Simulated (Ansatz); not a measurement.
Computed with Ansatz on PBE0-D4/def2-TZVP structures; ΔE is electronic, products minus reactants. CBS: MP2 limit from def2 TZ/QZ plus the TZ coupled-cluster correction, frozen cores. This one scheme is used for every species. Functionals use def2-TZVPP. One conformer a species, not always the lowest.

Reaction (cleavage of the Si–Si bond): `N[SiH2][SiH2]F` + `N[SiH](O)O` → `N[SiH2]O[SiH](N)O` + `F[SiH3]`

`N[SiH2][SiH2]F`:

Cartesian coordinates in Å:
```
N 1.392 1.031 0.409
Si 0.732 -0.318 -0.434
Si -1.521 -0.516 0.190
F -2.245 0.906 -0.039
H 0.891 1.905 0.407
H 2.387 1.190 0.405
H 0.820 -0.265 -1.926
H 1.467 -1.542 -0.009
H -2.242 -1.528 -0.629
H -1.680 -0.863 1.627
```

`N[SiH](O)O`:

Z-matrix (Å, degrees):
```
Si
O 1 1.639
O 1 1.639 2 116.1
N 1 1.714 2 107.1 3 -119.6
H 1 1.475 2 104.4 3 114.2
H 2 0.959 1 117.1 3 74.9
H 3 0.959 1 117.0 2 -75.2
H 4 1.008 1 119.6 2 171.6
H 4 1.008 1 119.6 2 -46.2
```

`N[SiH2]O[SiH](N)O`:

Cartesian coordinates in Å:
```
N -0.779 1.332 0.990
Si 0.344 1.672 -0.278
O 0.574 0.326 -1.182
Si 0.046 -1.203 -0.908
N 0.909 -1.750 0.474
O -1.553 -1.267 -0.576
H -1.466 2.034 1.220
H -0.446 0.872 1.824
H 1.677 2.097 0.221
H -0.269 2.744 -1.099
H 0.249 -1.973 -2.152
H 1.916 -1.693 0.477
H 0.603 -2.599 0.924
H -1.807 -0.591 0.066
```

`F[SiH3]`:

Cartesian coordinates in Å:
```
F -1.026 0.367 1.116
Si 0.027 -0.009 -0.029
H -0.455 0.560 -1.309
H 0.114 -1.486 -0.115
H 1.340 0.569 0.337
```

**Question.** Is it downhill or uphill in electronic energy at CCSD(T)/CBS, and by how much? (An estimate is asked.)

**Answer.** The calculation gave: Downhill: ΔE = -34.7 kcal/mol.

**Question.** What do these levels give: B2PLYP, PBE, MP2/def2-TZVPP, HF/def2-QZVPP, MP2/def2-QZVPP, HF/CBS(def2)? (An estimate is asked.)

**Answer.** Computed: B2PLYP -34.6, PBE -27.3, MP2/def2-TZVPP -37.0, HF/def2-QZVPP -38.3, MP2/def2-QZVPP -36.8, HF/CBS(def2) -38.3 kcal/mol.

Largest T1 diagnostic among the species: 0.011.

From PBE to PBE0 (25 % exact exchange), in def2-TZVPP and without D4, ΔE moves by −2.2 kcal/mol. The D4 term adds −2.0 kcal/mol with B3LYP and −1.2 kcal/mol with PBE0; it sums over pairs of atoms, weighted by their polarisabilities, and B3LYP, whose exchange is more repulsive, gets the larger term. In def2-TZVPP, CCSD(T) changes the Hartree–Fock value by +2.7 kcal/mol (the triples alone add +0.2 kcal/mol) and MP2 by +0.9 kcal/mol.

B3LYP here is the variant with VWN-RPA as its local correlation; programs differ in this.
